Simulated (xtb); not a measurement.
CH₆ClFOSi₂, SMILES C[SiH2][Si@](O)(F)Cl. All values are semi-empirical tight-binding results from xtb (GFN2-xTB unless named), good for trends rather than for accurate numbers. The structure is a stationary point at GFN2-xTB. The structure was generated by enumeration; whether it is a known compound was not checked. The values are those of a single conformer.

Estimate the properties. (An estimate is asked for; the answer gives what the named calculation found.)


The orbital gap comes out as 4.98 eV and the dipole moment is 2.02 D. The zero-point energy is 44.5 kcal/mol and the G − E(el) at 298.15 K (modified RRHO) comes out as 21.8 kcal/mol. The static polarisability (D4 model) comes out as 92.3 bohr³ and the solvation energy, GFN2-xTB/ALPB(water) comes out as -5.9 kcal/mol. The solvation energy, GFN2-xTB/ALPB(methanol) is -7.1 kcal/mol.
